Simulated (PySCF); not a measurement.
F₄Te, SMILES F[Te](F)(F)F (connectivity only; charge and spin as stated), charge -1, multiplicity 2.

The structure is a stationary point at B3LYP-D3(BJ)/def2-SVPD. The spin state was assumed, not searched. The isomer is the one that the SMILES or the coordinates give; other isomers of the formula were not compared. The def2 effective core potentials stand for the cores of Te; spin–orbit coupling is left out.

The numbers are results of B3LYP-D3(BJ)/def2-SVPD (PySCF), not measurements.

Frequencies are harmonic and unscaled.

```csv
mode,ν (cm⁻¹),IR (km/mol),moving atoms (share of kinetic energy)
1,130,0.0,F 100 %
2,145,6.7,"F 91 %, Te 9 %"
3,145,4.9,"F 87 %, Te 13 %"
4,226,2.4,F 93 %
5,283,12.7,"F 89 %, Te 11 %"
6,372,90.6,"F 85 %, Te 15 %"
7,464,16.7,F 98 %
8,478,326.5,"F 75 %, Te 25 %"
9,526,106.4,"F 84 %, Te 16 %"
```
